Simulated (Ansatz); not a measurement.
Cost and result for the atomization energy of H₈N₂OSi₂ (`N[SiH2][SiH](N)O`) (13 atoms, 12 bonds).

```xyz
13

N     1.225    1.198    1.027
Si    0.503   -0.366    1.282
Si   -0.733   -0.856   -0.662
N     0.027    0.158   -1.810
O    -2.363   -0.597   -0.539
H     0.614    1.991    0.901
H     2.004    1.461    1.611
H     1.639   -1.315    1.447
H    -0.330   -0.479    2.521
H    -0.695   -2.296   -1.029
H    -0.064    0.067   -2.808
H     0.813    0.723   -1.531
H    -2.641    0.311   -0.409
```

The species carries charge 0 and has multiplicity 1. The geometry is a stationary point of PBE0-D4/def2-TZVP. It is one conformer, not always the lowest. Program: Ansatz. All runs use 4 threads of an AMD EPYC 9R45 on a shared host. Times are those of one run each, without the atoms' runs, and a repeat can differ threefold. Electronic energies, without spin–orbit coupling; frozen cores. CCSD(T)/CBS adds CCSD(T) − MP2 in def2-TZVPP to the MP2 limit, and its time is that of the two runs behind it. T1 = 0.012. B3LYP takes the VWN-RPA correlation (the form of Gaussian; ORCA's B3LYP/G).

CCSD(T)/CBS is a level of theory with its own doubt, some kJ/mol a heavy atom from the limit and from the frozen cores, so smaller differences don't rank the functionals.

```json
{"level": "PBE-D4/def2-TZVPP (with forces)", "functions": "289", "wall time": "1.1 s"}
{"level": "PBE0-D4/def2-TZVPP", "functions": "289", "wall time": "1.4 s"}
{"level": "BHLYP-D4/def2-TZVPP", "functions": "289", "wall time": "1.4 s"}
{"level": "r2SCAN-D4/def2-TZVPP (with forces)", "functions": "289", "wall time": "1.8 s"}
{"level": "r2SCANh-D4/def2-TZVPP", "functions": "289", "wall time": "1.9 s"}
{"level": "B3LYP-D4/def2-TZVPP (with forces)", "functions": "289", "wall time": "2 s"}
{"level": "CCSD(T)/def2-SVP", "functions": "118", "wall time": "2.1 s"}
{"level": "B2PLYP/def2-TZVPP", "functions": "289", "wall time": "2.5 s"}
{"level": "ωB97X-V/def2-TZVPP", "functions": "289", "wall time": "3 s"}
{"level": "ωB97M-V/def2-TZVPP (with forces)", "functions": "289", "wall time": "4.4 s"}
{"level": "MP2/def2-QZVPP", "functions": "551", "wall time": "10 s"}
{"level": "CCSD(T)/def2-TZVPP", "functions": "289", "wall time": "67 s"}
{"level": "CCSD(T)/CBS(def2)", "functions": "–", "wall time": "77 s"}
```

(1) What atomization energy does each give, and how far from CCSD(T)/CBS? (Estimate.)

Answers

(1) Computed: 
```
                             level  atomization (kJ/mol)  difference from CCSD(T)/CBS  per bond
   PBE-D4/def2-TZVPP (with forces)                4480.2                         21.1       1.8
                PBE0-D4/def2-TZVPP                4401.2                        -57.9      -4.8
               BHLYP-D4/def2-TZVPP                4326.7                       -132.4     -11.0
r2SCAN-D4/def2-TZVPP (with forces)                4421.8                        -37.3      -3.1
             r2SCANh-D4/def2-TZVPP                4392.9                        -66.2      -5.5
 B3LYP-D4/def2-TZVPP (with forces)                4453.3                         -5.8      -0.5
                  CCSD(T)/def2-SVP                4049.0                       -410.1     -34.2
                 B2PLYP/def2-TZVPP                4389.9                        -69.2      -5.8
                ωB97X-V/def2-TZVPP                4475.6                         16.5       1.4
  ωB97M-V/def2-TZVPP (with forces)                4462.2                          3.1       0.3
                    MP2/def2-QZVPP                4439.5                        -19.6      -1.6
                CCSD(T)/def2-TZVPP                4307.6                       -151.5     -12.6
                 CCSD(T)/CBS(def2)                4459.1                          0.0       0.0
```

In def2-TZVPP, CCSD(T) changes the Hartree–Fock value by +1209.7 kJ/mol (the triples alone add +60.7 kJ/mol) and MP2 by +1250.5 kJ/mol; breaking electron pairs costs correlation energy, which Hartree–Fock lacks. From r2SCAN to r2SCAN0 (25 % exact exchange), in def2-TZVPP and without D4, the atomization energy moves by −71.6 kJ/mol: exact exchange takes away binding that semilocal exchange gives to molecules. The D4 term adds +46.0 kJ/mol with B3LYP and +24.4 kJ/mol with PBE0; it sums over pairs of atoms, weighted by their polarisabilities, and B3LYP, whose exchange is more repulsive, gets the larger term.
